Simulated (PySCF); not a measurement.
**Ba³⁸⁺: ionisation energy**

Ba³⁸⁺ [Ar] (1S) → Ba³⁹⁺ [Ne] 3s2 3p5 (2P), as a difference of total energies. Computed with PySCF 2.14 in an uncontracted even-tempered set (18 s from 6.9 bohr⁻², ratio 2.5; 12 p from 9 bohr⁻², ratio 2.5; 5 d from 40 bohr⁻², ratio 2.7; 4 f from 60 bohr⁻², ratio 2.7), with scalar relativity by spin-free X2C-1e. Correlated levels: outer shells: 1s2 frozen; virtual orbitals above 40 to 60 times the deepest correlated orbital energy dropped. The calculations carry no spin-orbit coupling.

```json
{"method": "UHF", "ionisation energy (eV)": "2845.9"}
{"method": "LDA", "ionisation energy (eV)": "2846.9"}
{"method": "PBE", "ionisation energy (eV)": "2847.3"}
{"method": "PBE0", "ionisation energy (eV)": "2847.4"}
{"method": "r2SCAN", "ionisation energy (eV)": "2848.1"}
{"method": "MN15", "ionisation energy (eV)": "2851.2"}
{"method": "PBEsol", "ionisation energy (eV)": "2846.8"}
{"method": "MP2 (outer shells)", "ionisation energy (eV)": "2846.9"}
{"method": "SCS-MP2 (outer shells)", "ionisation energy (eV)": "2846.7"}
```

A first-order spin-orbit estimate (lowest level to lowest level, LS coupling) adds -29.284 eV.

Breit and QED terms and the two-electron picture change are absent.

For comparison: 2814 ± 4 eV (theoretical estimate listed by NIST; NIST Atomic Spectra Database, ionization energies).
